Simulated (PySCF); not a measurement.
Problem. Give a GFN2-xTB geometry of `FCC1CC=CC1`.

Solution. 
Z-matrix in Å and degrees, rows numbered from 1:
```
F 
C   1  1.3753
C   2  1.5254  1  110.73
C   3  1.5424  2  110.45  1    64.73
C   4  1.4982  3  103.72  2   100.81
C   5  1.3210  4  112.08  3    11.18
C   6  1.5001  5  112.07  4     0.22
H   2  1.0954  1  106.39  3  -121.42
H   2  1.0950  1  106.80  3   121.05
H   3  1.0916  2  108.15  1   -57.47
H   4  1.0909  3  111.68  2   -20.54
H   4  1.0931  3  111.38  2  -140.62
H   5  1.0761  4  121.46  3  -169.94
H   6  1.0759  5  126.54  4   178.84
H   7  1.0916  3  112.04  2    19.98
H   7  1.0931  3  111.33  2   140.45
```

The 6 C–C bonds span 1.321 Å (C5=C6, drawn double) to 1.542 Å (C3–C4, drawn single), a spread of 0.221 Å. The 5-membered ring C3–C4–C5–C6–C7 has internal angles of 103.7° to 112.1° (sum 537°, against 540° for a flat polygon); it is puckered, 0.08 Å rms from its mean plane, widest ring torsion 18°. Of the pairs four or more bonds apart, F1···H11 is among the closest relative to their van der Waals radii: 2.55 Å, 95 % of the sum of Bondi's values.

The geometry is computed with GFN2-xTB (gas phase).

Point group: C1 (no symmetry element, even within 0.4 Å). No GFN2-xTB frequencies stand behind this structure, so it isn't proved a minimum. One conformer, not necessarily the lowest (F1–C2–C3–C4 65°, C2–C3–C4–C5 101°, C3–C4–C5–C6 11°, C5–C6–C7–C3 -12°, C2–C3–C7–C6 -101°).
